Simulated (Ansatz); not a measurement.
Program: Ansatz. Geometries: PBE0-D4/def2-TZVP. ΔE: electronic, gas phase. CCSD(T)/CBS is the MP2 limit (def2-TZVPP, def2-QZVPP) plus CCSD(T) − MP2 in def2-TZVPP, frozen cores. Functionals use def2-TZVPP. B3LYP here is the variant with VWN-RPA as its local correlation; programs differ in this. HSE06 is defined as in plane-wave codes. Each species was taken in one conformer, which may not be the lowest.

Reaction (formal exchange of groups at the Al–C bond): `C[CH2][AlH][OH]` + `C#CC=S` → `[OH][AlH][CH]=S` + `C#CCC`

Q: Is it downhill or uphill in electronic energy at CCSD(T)/CBS, and by how much? (Best estimate.)

A: Ansatz gave: Downhill: ΔE = -12.4 kJ/mol.

Q: What do these levels give: BLYP-D4, HSE06-D4, BHLYP-D4, PBE-QIDH, PBE, PBE0, B3LYP, r2SCAN0, CCSD/def2-SVP, CCSD/def2-TZVPP, HF/def2-QZVPP, MP2/CBS(def2)? (Best estimate.)

A: Computed: BLYP-D4 5.5, HSE06-D4 -1.4, BHLYP-D4 -10.6, PBE-QIDH -8.6, PBE 6.2, PBE0 -1.9, B3LYP -0.5, r2SCAN0 -3.4, CCSD/def2-SVP -11.3, CCSD/def2-TZVPP -14.8, HF/def2-QZVPP -24.4, MP2/CBS(def2) -7.9 kJ/mol.

Largest T1 diagnostic among the species: 0.016.

At CCSD(T), def2-SVP lies +4.2 kJ/mol from the extrapolated value and def2-TZVPP +1.1 kJ/mol. From PBE to PBE0 (25 % exact exchange), in def2-TZVPP and without D4, ΔE moves by −8.1 kJ/mol.
